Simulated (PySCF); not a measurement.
**Structure elucidation problem**

An unknown has the formula C$_{7}$H$_{12}$OSi. Its calculated NMR data are:

$^{1}$H NMR (500 MHz, computed): δ 6.06 (m, 1H), 5.39 (m, 1H), 5.23 (m, 1H), 4.47 (t, 2H), 2.84 (d, 2H), 1.16 (m, 2H), 1.04 (m, 3H).

$^{13}$C{$^{1}$H} NMR (computed): δ 184.8 (C), 150.4 (CH), 121.2 (CH2), 34.2 (CH2), 11.8 (CH2), 10.3 (CH3), 8.3 (C).

PySCF 2.14.0 with density-fitted response routines calculation with shielding tensors at PBE0/pcSseg-1 (GIAO) and geometry: GFN2-xTB; single conformer, non-relativistic Hamiltonian, no solvent model, fast rotation and ring inversion assumed for equivalent nuclei.

Referencing at the same level of theory: $^{1}$H, $^{13}$C against TMS.

Choose the structure that fits.
A. C=CCC(=C=O)[SiH2]CC
B. CCCC1=CC(=O)[SiH2]C1
C. C#C[SiH2]OC/C=C/CC

Answers

A. 

- The formula gives 3 degrees of unsaturation (no ring in the answer).
- 7 carbon signals for 7 carbons: no two carbons are equivalent.
- Carbon types of the structure: 2 × C, 1 × CH, 3 × CH2, 1 × CH3, leaving 2 H on heteroatoms.
- δC 184.8: central carbon of a ketene.
- δC 150.4: alkene CH; the olefinic region.
- δC 121.2: terminal =CH2 carbon; an sp2 carbon of a C=C bond.
- δC 34.2: allylic sp3 CH2; saturated and bonded to C and H only.
- δH 5.39, 5.23: hydrogen on a terminal =CH2 carbon; olefinic region.

The others: C#C[SiH2]OC/C=C/CC has carbons computed at 143.1, 137.0, 103.1, 88.3, 69.1, 32.1, 17.2, with a different DEPT pattern; CCCC1=CC(=O)[SiH2]C1 would give 6 signals for carbon-bound and other non-exchanging H, not 7.

Shifts are as computed. Against solution values, carbons near 30 ppm lie about +3 ppm off and those near 130 ppm about +5 ppm. Of 1309 compounds with measured shifts, 239 miss one by over three times the rms of a fit or turn the order of signals round; such compounds aren't used in these exercises. No couplings were computed; multiplicities are counted from neighbouring protons, with m where these are inequivalent, close in shift, in a saturated or five-membered ring or joined by F or P, and br s for small geminal =CH2 splittings.
